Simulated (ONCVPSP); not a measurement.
## Transferability test, ONCV potential for La

```
Element                 : La (Z = 57)
Generator               : ONCVPSP 4.0.1
Type                    : optimised norm-conserving Vanderbilt (ONCV)
Functional              : PBE
Relativity              : scalar-relativistic
Frozen core             : [Kr] 4d10
Valence charge          : 11
Reference configuration : 5s2 5p6 5d1 6s1.5 (charge +0.5)
Partial waves           : 5s+6s: rc 2.15 bohr, ncon 3, nbas 6, qcut 5.5 1/bohr, 2 projectors; 5p: rc 3.05 bohr, ncon 4, nbas 7, qcut 5.7 1/bohr, 2 projectors, debl 1.3 Ha; 5d: rc 2.45 bohr, ncon 5, nbas 10, qcut 4.4 1/bohr, 2 projectors, debl 2.9 Ha; f scattering state at 0.02 Ha: rc 3.30 bohr, ncon 3, nbas 7, qcut 3.5 1/bohr, 3 projectors, debl 1.2 Ha
Local potential         : polynomial inside 1.85 bohr (lpopt 5, dvloc0 0 Ha)
Core correction         : Teter function, parameters optimised by the program
```

In the f channel the program set the typed energies aside and used -0.262, 0.938, 2.138 Ha.

Energies are relative to the spin-unpolarised reference configuration 5s2 5p6 5d1 6s1.5; without spin polarisation the order of configurations can differ from experiment.

```json
{"valence configuration": "5s2 5p6 5d1 6s2", "charge": "0", "ΔE all-electron (eV)": "-2.400", "error AE − PS (meV)": "+0.4"}
{"valence configuration": "5s2 5p5 5d1 6s2", "charge": "+1", "ΔE all-electron (eV)": "24.572", "error AE − PS (meV)": "-60"}
```

**Question.** What are ΔE and the potential's error for 5s2 5p6 5d1 6s0?

**Answer.** ΔE = 14.455 eV all-electron; the error (AE − PS) is -2.2 meV.

**Question.** What are ΔE and the potential's error for 5s2 5p6 5d1 6s1?

**Answer.** ΔE = 3.567 eV all-electron; the error (AE − PS) is -0.6 meV.

Note: no bound ghost flagged; GHOST(+) flagged for s at 95.7 eV.
